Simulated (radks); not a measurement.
Problem. Valence configurations of the zinc ion Zn+ (all share [Ar]). Calculated with a radial shooting solver on a logarithmic mesh with Libxc functionals: scalar-relativistic Kohn-Sham, LDA (Slater exchange, Perdew-Wang correlation), spin-polarised, spherical densities, point nucleus; open shells are filled with parallel spins first. Order these by energy: 3d10 4s0.5 4p0.5; 3d9.5 4s1.5; 3d9 4s1.5 4p0.5; 3d7 4s1 4p3; 3d9.5 4s0.5 4p1; 3d10 4p1; 3d9.5 4s1 4p0.5; 3d9 4s1 4p1; 3d9 4s2; 3d10 4s1.

Solution. From the lowest, in eV above it: 3d10 4s1 0.000; 3d10 4s0.5 4p0.5 3.214; 3d9.5 4s1.5 3.544; 3d9.5 4s1 4p0.5 6.388; 3d10 4p1 6.454; 3d9 4s2 8.020; 3d9.5 4s0.5 4p1 9.819; 3d9 4s1.5 4p0.5 11.247; 3d9 4s1 4p1 14.058; 3d7 4s1 4p3 59.468. NIST lists [Ar] 3d10 4s1 as the ground configuration; this level of theory agrees among the configurations tried. The energies are those of spherical high-spin densities, not of single terms.
